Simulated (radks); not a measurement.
Isoelectronic series with 38 electrons, all held in the configuration [Kr] 5s2, which need not be the ground one along the series. Method: Dirac Kohn-Sham, LDA (Slater exchange, Perdew-Wang correlation), spin-unpolarised, spherical densities, finite nucleus; Fermi nuclear charge, rms radius of each element as measured or else 0.836 A^(1/3) + 0.57 fm; computed with a radial shooting solver on a logarithmic mesh with Libxc functionals. Total energies (hartree) and orbital eigenvalues (hartree):

ion,E (hartree),5s1/2,4p3/2,4p1/2,4s1/2
Sr,-3176.08857,-0.13380,-0.82593,-0.86934,-1.50310
Zr2+,-3594.05664,-0.70308,-1.95260,-2.02259,-2.80115
Nb3+,-3813.83356,-1.07722,-2.64354,-2.72989,-3.58168
Mo4+,-4040.82599,-1.50392,-3.41080,-3.51575,-4.44118
Tc5+,-4275.05974,-1.98066,-4.25130,-4.37727,-5.37672
Ru6+,-4516.55771,-2.50584,-5.16301,-5.31260,-6.38643
Rh7+,-4765.35334,-3.07832,-6.14449,-6.32050,-7.46908
Pd8+,-5021.47662,-3.69732,-7.19469,-7.40012,-8.62382
Ag9+,-5284.96414,-4.36226,-8.31281,-8.55088,-9.85009
